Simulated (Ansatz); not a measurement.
Born–Oppenheimer molecular dynamics of C$_{2}$H$_{9}$AlSSi (14 atoms, charge 0, multiplicity 1). It starts at the highest image of a converged band, a first-order saddle point between two minima.

These are results of Ansatz, RKS BLYP-D4/def2-SVP, not measurements.

```json
{
  "ensemble": "NVE (velocity Verlet)",
  "time step": "0.5 fs",
  "steps asked": "200",
  "starting velocities drawn for": "100 K",
  "seed": "10926"
}
```

First frame:

```xyz
14
Properties=species:S:1:pos:R:3
C -2.595 0.181 -1.224
Al -0.936 -0.704 -0.597
Si 0.301 0.157 1.401
C 1.577 1.414 0.654
S 2.213 -2.224 1.436
H -2.532 0.392 -2.315
H -3.466 -0.499 -1.093
H -2.833 1.133 -0.708
H -0.509 -2.068 -1.337
H 1.983 -1.732 0.185
H 2.078 1.111 -0.288
H 0.995 2.337 0.424
H 2.352 1.689 1.397
H 1.359 -1.217 2.094
```

How far do the bonds stretch over the last three quarters of this one trajectory? (Pairs bonded in most of those frames.)


```tsv
bond	mean (Å)	spread (Å)	shortest	longest
C1–Al2	1.984	0.009	1.97	2.00
C1–H6	1.115	0.018	1.09	1.14
C1–H7	1.113	0.012	1.09	1.14
C1–H8	1.111	0.007	1.10	1.12
Al2–Si3	2.481	0.034	2.44	2.54
Al2–H9	1.620	0.028	1.58	1.66
Si3–C4	1.955	0.018	1.93	1.98
C4–H11	1.108	0.003	1.10	1.11
C4–H12	1.116	0.007	1.10	1.13
C4–H13	1.110	0.016	1.09	1.13
S5–H10	1.370	0.006	1.36	1.38
S5–H14	1.411	0.041	1.34	1.50
```

Mean temperature of the second half: 201 K. The conserved energy stayed within 0.043 meV per atom of its start (net change 0.017 meV per atom), so the integration is sound. The system heated up, since it started high on the potential surface and ran downhill. A run of 0.1 ps of so small a system gives no equilibrium averages. The orbitals stay closed-shell, which can raise the energy where a bond breaks towards radicals; this wasn't checked here.

The run took 10 min on 2 threads of Arm Neoverse V1, with other jobs on the host, peak memory 0.18 GiB.
